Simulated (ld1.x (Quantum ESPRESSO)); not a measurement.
## Transferability test, TM semilocal potential for lead (Pb)

Pb, norm-conserving Troullier–Martins (semilocal form), made with ld1.x (Quantum ESPRESSO) 7.5 (PBE, scalar-relativistic). Core [Kr] 4d10 4f14, reference 5s2 5p6 5d10 6s2 6p1 (charge +1). Waves: 5s (bound): rc 1.30 bohr; 5p (bound): rc 0.95 bohr; 5d (bound): rc 1.45 bohr. Local part: the d channel. Core correction: none.

Occupied shells without a wave of their own: 6p, 6s. They enter only through the test configuration that unscreens the potential.

Energies are relative to the spin-unpolarised reference configuration 5s2 5p6 5d10 6s2 6p1; without spin polarisation the order of configurations can differ from experiment.

Q: Give the all-electron excitation energy and the error of the potential for: 5s2 5p6 5d10 6s2 6p2; 5s2 5p6 5d10 6s2 6p0; 5s2 5p6 5d10 6s1 6p0; 5s2 5p6 5d9 6s2 6p3; 5s1 5p6 5d10 6s2 6p2; 5s2 5p6 5d10 6s2 6p1.5; 5s2 5p6 5d10 6s1 6p2.

A:

```json
{"valence configuration": "5s2 5p6 5d10 6s2 6p2", "charge": "0", "ΔE all-electron (eV)": "-6.575", "error AE − PS (meV)": "+45"}
{"valence configuration": "5s2 5p6 5d10 6s2 6p0", "charge": "+2", "ΔE all-electron (eV)": "13.445", "error AE − PS (meV)": "-111"}
{"valence configuration": "5s2 5p6 5d10 6s1 6p0", "charge": "+3", "ΔE all-electron (eV)": "45.854", "error AE − PS (meV)": "-5091"}
{"valence configuration": "5s2 5p6 5d9 6s2 6p3", "charge": "0", "ΔE all-electron (eV)": "12.750", "error AE − PS (meV)": "+219"}
{"valence configuration": "5s1 5p6 5d10 6s2 6p2", "charge": "+1", "ΔE all-electron (eV)": "145.392", "error AE − PS (meV)": "-12"}
{"valence configuration": "5s2 5p6 5d10 6s2 6p1.5", "charge": "+0.5", "ΔE all-electron (eV)": "-4.084", "error AE − PS (meV)": "+29"}
{"valence configuration": "5s2 5p6 5d10 6s1 6p2", "charge": "+1", "ΔE all-electron (eV)": "9.527", "error AE − PS (meV)": "-4103"}
```

Levels in the configuration 5s2 5p6 5d10 6s1 6p2:

```
level  all-electron (eV)  pseudo (eV)
   5s           -153.725     -154.945
   5p            -95.394      -96.475
   5d            -30.577      -31.411
   6s            -20.378      -25.039
   6p            -10.697      -11.042
```

These tests converged, but a pseudo level misses the all-electron one widely, so the file describes the atom poorly there or has found another state: 5s2 5p6 5d10 6s2 6p2: 6s by 3.7 eV; 5s2 5p6 5d10 6s2 6p0: 6s by 4.3 eV; 5s2 5p6 5d10 6s1 6p0: 6s by 5.6 eV; 5s2 5p6 5d9 6s2 6p3: 6s by 4.3 eV; 5s1 5p6 5d10 6s2 6p2: 6s by 5.0 eV; 5s2 5p6 5d10 6s2 6p1.5: 6s by 3.8 eV; 5s2 5p6 5d10 6s1 6p2: 6s by 4.7 eV. The 6p, 6s levels have no wave, so the channel is fitted at the deeper level alone: the likely source of the large errors.

The potential misses its own reference levels by up to 4.0 eV, so it is not fit for use.
